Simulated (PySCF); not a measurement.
## Telling isomers of C₆H₇Cl apart by NMR

PySCF calculation with PBE0/pcSseg-1 with gauge-including orbitals and structure optimised with GFN2-xTB; one averaged value for each set of equivalent atoms, relativity neglected, no solvent, one conformer.

Chemical shifts δ = σref − σ; 1H, 13C against TMS, all at this level. Where no couplings were computed, multiplicities follow the n + 1 count of equivalent neighbours, and m marks all less simple cases (inequivalent or close neighbours, rings, F or P nearby). Shifts are as computed. Against solution values, carbons near 30 ppm lie about +3 ppm off and those near 130 ppm about +5 ppm; carbons on Cl a further +6 ppm. Of 1211 compounds with measured shifts, 218 miss one by over three times the rms of a fit or turn the order of signals round; such compounds aren't used in these exercises. Carbons bonded to Cl come out too deshielded.

(1) Tabulate the signals of `C=CC(=C)/C=C/Cl`, `C#CCC(=C)CCl` and their relative energies.

(2) What is the quickest way to tell C=CC(=C)/C=C/Cl from C#CCC(=C)CCl?

Results:

(1) 
```tsv
SMILES	carbon types	δC	δH	E rel. (kcal/mol)
C=CC(=C)/C=C/Cl	1×C 3×CH 2×CH2	149.8, 144.5, 140.3, 138.7, 126.9, 122.9	6.77 (m, 1H), 6.72 (m, 1H), 6.70 (m, 1H), 5.90 (m, 1H), 5.67 (m, 1H), 5.33 (m, 1H), 5.30 (m, 1H)	0.0
C#CCC(=C)CCl	2×C 1×CH 3×CH2	152.0, 124.2, 86.5, 76.6, 52.9, 26.1	5.49 (m, 1H), 5.38 (m, 1H), 4.35 (s, 2H), 3.24 (d, 2H), 1.47 (t, 1H)	16.4
```

Energies are electronic energies at PBE0/pcSseg-1 on these geometries, without zero-point or thermal terms, each for the one conformer computed, which needn't be the lowest.

(2) Both give the same number of carbon signals, but DEPT or the intensities differ. The first has an alkene CH at 144.5 ppm, the second an alkyne carbon (C) at 86.5 ppm. Their most deshielded carbons lie at 149.8 and 152.0 ppm. In the proton spectra the most deshielded non-exchanging signals are 6.77 (m, 1H) and 5.49 (m, 1H).
